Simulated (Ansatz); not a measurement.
Geometry optimisation, RKS BLYP-D4/def2-SVP (Ansatz).

input.yaml

```yaml
crystal:
  periodic: [false, false, false]
  atoms:
    - { symbol: Si, position_ang: [0.0, 0.0, 0.0] }
    - { symbol: H, position_ang: [0.6625, 0.0, 1.522] }
    - { symbol: Cl, position_ang: [2.2646, 0.0, 0.5484] }
    - { symbol: Cl, position_ang: [-1.0032, 1.7381, -0.7093] }
    - { symbol: O, position_ang: [-0.7913, -1.3709, -0.5594] }
    - { symbol: H, position_ang: [-1.2459, -1.8365, 0.2129] }
basis:
  gaussian: { orbitals: def2-SVP }
hamiltonian:
  xc: blyp
  dispersion: d4
relax:
  f_tol: 0.15
  max_steps: 25
  restrain:
    - { distance: [1, 2], at: 2.57, k: 30.0 }
    - { distance: [0, 1], at: 1.46, k: 30.0 }
    - { distance: [0, 2], at: 2.13, k: 30.0 }
```

Run as:

```bash
$ ansatz run input.yaml --threads 1 --pin off --max-ram 2048MiB --backend cpu --events-out ev --progress --plain --runs-dir out
```

Problem. Where does it end, and by what steps?

Solution. The run converged. The restraints hold the end off the free minimum. After 9 steps the energy has fallen by 2.657 eV (the restraints' own energy left out); H2 moved furthest, 0.60 Å.

```tsv
step	energy less start (eV)	largest force component (eV/Å)	accepted
0	0.0000	3.751	yes
1	-1.1250	2.181	yes
2	-1.9459	1.271	yes
3	-2.5102	0.911	yes
4	-2.6095	0.870	yes
5	-2.6174	0.848	yes
6	-2.6257	0.923	yes
7	-2.6538	0.813	yes
8	-2.5014	2.880	no
9	-2.6570	0.864	yes
```

```xyz
6
Properties=species:S:1:pos:R:3
Si 0.023 0.050 0.245
H 0.105 0.115 1.701
Cl 2.109 -0.136 0.056
Cl -0.676 1.759 -0.674
O -0.827 -1.214 -0.416
H -0.848 -2.043 0.103
```

The run took 20 s on 1 thread of Arm Neoverse V2 (shared host), peak memory 0.14 GiB.
